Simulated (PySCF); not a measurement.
Nuclear quadrupole coupling in `C#C[Si@@H](O[SiH3])O[SiH2]O`

Species: C₂H₈O₃Si₃.
Geometry (GFN2-xTB, Å), atoms numbered from 1 in this order:
```xyz
16
C2H8O3Si3 angstrom
C      1.1584    3.3578    0.2577
C      0.9600    2.2615   -0.1929
Si     0.6554    0.5739   -0.8961
O      1.4831   -0.4940   -0.0108
Si     1.5312   -1.6323    1.1428
O     -0.9397    0.2844   -0.8622
Si    -2.2145   -0.2803   -0.0564
O     -1.6499   -1.1334    1.2071
H      1.3309    4.3176    0.6537
H      1.0576    0.3939   -2.2815
H      1.0556   -1.0690    2.4038
H      0.7341   -2.7820    0.7205
H      2.9572   -1.9555    1.1928
H     -2.9151   -1.1497   -0.9969
H     -2.9829    0.8711    0.4082
H     -2.2289   -1.5550    1.8337
```

Field gradients from the PBE0/pcSseg-1 density (PySCF, non-relativistic), principal values in atomic units, ordered |Vxx| ≤ |Vyy| ≤ |Vzz|:

```
atom      Vxx      Vyy     Vzz
  O4  -0.4349  -0.6209  1.0557
  O6  -0.3477  -0.6570  1.0047
  O8  -0.3335  -1.2047  1.5382
```

Question: Find the asymmetry η = (Vxx − Vyy)/Vzz and the couplings χ = eQV/h (234.96 MHz × Q in barn × V in au), with Q(17O) = −0.0256 b.

Answer: 
```
atom      environment  nucleus     η  χzz (MHz)  χxx (MHz)  χyy (MHz)
  O4  siloxane oxygen      17O  0.18      -6.35       2.62       3.73
  O6  siloxane oxygen      17O  0.31      -6.04       2.09       3.95
  O8   silanol oxygen      17O  0.57      -9.25       2.01       7.25
```

Question: What is Vzz at O8 in SI units (1 au = 9.71736 × 10²¹ V/m²)?

Answer: 1.5382 au = 14.948 × 10²¹ V/m².

Question: And the gradient at the other heavy atoms, for which no coupling is worked out here?

Answer: 
```json
{"atom": "C1", "environment": "terminal alkyne carbon", "Vzz (au)": "-0.368", "η": "0.06"}
{"atom": "C2", "environment": "alkyne carbon", "Vzz (au)": "-0.364", "η": "0.01"}
{"atom": "Si3", "environment": "oxygen-bound silicon", "Vzz (au)": "-0.478", "η": "0.44"}
{"atom": "Si5", "environment": "oxygen-bound silicon", "Vzz (au)": "0.598", "η": "0.05"}
{"atom": "Si7", "environment": "oxygen-bound silicon", "Vzz (au)": "-0.495", "η": "0.60"}
```

Question: What couplings would deuterons (Q(2H) = 0.00286 b) have in place of the hydrogens, at this geometry?

Answer: 
```
atom  bonded to  bond length (Å)  Vzz (au)     η  χzz (kHz)
  H9         C1            1.053    0.3862  0.00        260
 H10        Si3            1.454    0.1635  0.01        110
 H11        Si5            1.461    0.1623  0.05        109
 H12        Si5            1.461    0.1619  0.06        109
 H13        Si5            1.463    0.1602  0.02        108
 H14        Si7            1.460    0.1591  0.01        107
 H15        Si7            1.460    0.1587  0.01        107
 H16         O8            0.952    0.5199  0.06        349
```

Geometry: GFN2-xTB, one conformer, isolated molecule. GFN2-xTB bond lengths can be off by several hundredths of an ångström, more for odd bonds, and the gradients follow them. With a basis this small, the couplings can be 20 % off.
